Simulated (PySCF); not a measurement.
C3H6O4Si.
Numbering: `[CH3:1][C:2](=[O:3])[O:4][SiH2:5][C:6](=[O:7])[OH:8]` (hydrogens: H9, H10, H11 on C1; H12, H13 on Si5; H14 on O8)

Torsions of this conformer, `[CH3:1][C:2](=[O:3])[O:4][SiH2:5][C:6](=[O:7])[OH:8]`: C1–C2–O4–Si5 179°, C2–O4–Si5–C6 -179°, O4–Si5–C6–O7 -1°, H–O8–C6–Si5 180°.

The closed-shell ground state was solved at several levels (PySCF, density fitting, gas phase, non-relativistic). Geometry: PBE0-D3(BJ)/def2-SVP, one conformer, isolated molecule.

```
              level  basis functions  HOMO (eV)  LUMO (eV)  gap (eV)  dipole (D)
      PBE0/pcSseg-1              173      -7.98      -0.74      7.24        0.66
CAM-B3LYP/def2-SVPD              224      -9.55       0.23      9.78        0.54
```

(1) What might KT3/pcSseg-1 (173 basis functions) give for the same quantities?

(2) Over all these levels, which gives the widest orbital gap and which the narrowest?

(3) How far do the dipole and the HOMO energy spread over the levels?

Results:

(1) HOMO -6.53 eV, LUMO -1.71 eV, gap 4.82 eV, dipole 0.65 D.

(2) CAM-B3LYP/def2-SVPD (range-separated hybrid) has the widest, 9.78 eV, and KT3/pcSseg-1 (GGA) the narrowest, 4.82 eV. Functional and basis both differ between the two, so the spread mixes both effects.

(3) The dipole runs from 0.54 to 0.66 D (mean 0.61 D) and the HOMO from -9.55 to -6.53 eV.
